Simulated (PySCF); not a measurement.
BeFI. Atoms are numbered in the order given.

```xyz
3

Be     0.0000     0.0000    -1.5592
F      0.0000     0.0000    -2.9421
I      0.0000     0.0000     0.6173
```
Charge 0, spin multiplicity 1.

Geometry: PBE-D3(BJ)/def2-TZVP. The def2 effective core potentials stand for the cores of I; spin–orbit coupling is left out.

The numbers are results of PBE-D3(BJ)/def2-TZVP run with PySCF, not measurements.

Frequencies are harmonic and unscaled.

Modes within 1.5 cm⁻¹ of each other (mostly degenerate sets) share a row, with their intensities summed.

```tsv
mode	ν (cm⁻¹)	IR (km/mol)	moving atoms (share of kinetic energy)
1–2	251	91.1	Be 84 %, F 15 %
3	354	3.6	F 65 %, I 18 %, Be 17 %
4	1305	358.9	Be 77 %, F 23 %
```
